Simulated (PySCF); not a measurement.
# Reading the logs of faulty runs: AlBC2H7

Calculated results; nothing here was measured. The program is PySCF 2.14.0, an open-source quantum chemistry code, run on an isolated molecule that a program drew, which may never have been made. The molecule is AlBC2H7 (charge 0, doublet), drawn as the SMILES string `C[B](C)[AlH]`.

Each row is a Hartree-Fock (HF) and frozen-core CCSD(T) single point in the cc-pV(D+d)Z basis, meant for a local HF minimum. Run 1 is clean. Each other run has one planted mistake out of seven kinds, and not every kind appears here: one electron removed, one electron added, multiplicity raised by two, geometry at a saddle point, minimal basis STO-3G, one bond length entered in bohr, all coordinates scaled. The reference is restricted for singlets and unrestricted otherwise, and also for a bond in bohr. Adding or removing an electron swaps singlet and doublet. Electrons count all cores. HOMO and LUMO are orbital energies over both spins, the gradient is its largest component, and the lowest frequency (negative if imaginary) is given only where the gradient is small. Bond lengths are over the 10 bonds as drawn. T1 is the CCSD diagnostic: over 0.02 (restricted) or 0.045 (unrestricted) a single reference is doubtful.

Geometry of the clean run:
```xyz
11
AlBC2H7, angstrom
C    -2.1806    0.5303   -1.0893
B    -0.7154    0.1818   -0.5817
C     0.2561    1.3949   -0.2494
Al   -0.0144   -1.8701   -0.4619
H    -2.2144    1.4581   -1.6715
H    -2.7770    0.7151   -0.1825
H    -2.6947   -0.2536   -1.6501
H     0.7314    1.6748   -1.2022
H    -0.2826    2.2831    0.0986
H     1.0664    1.1784    0.4512
H    -0.2295   -2.8053    0.8179
```

```
run,electrons,basis functions,<S^2>,HOMO (eV),LUMO (eV),gradient (hartree/bohr),lowest frequency (cm^-1),mean bond (Å),longest bond (Å),T1,HF (hartree),CCSD(T) (hartree),mistake
1,37,100,0.782,-7.34,0.96,2.8e-05,93,1.3528,2.172,0.0169,-346.37302,-346.86507,no fault
2,36,100,0.000,-15.19,-5.90,4.2e-02,-,1.3528,2.172,0.0136,-346.12974,-346.61615,one electron removed
3,37,100,3.755,-5.73,-0.89,7.3e-02,-,1.3528,2.172,0.0278,-346.26296,-346.74278,multiplicity raised by two
4,37,100,0.782,-7.42,0.89,1.8e-02,-,1.3934,2.237,0.0169,-346.36562,-346.86162,?
```

**Which mistake was planted in run 4, and what did it cost?**

The mean and the longest bond both change by the same factor, 1.030, and the gradient is no longer small. So the mistake is: all coordinates scaled. Subtracting run 1 and multiplying by 627.51 kcal/mol a hartree, the energy moved by 4.6 kcal/mol in HF and 2.2 kcal/mol in CCSD(T).

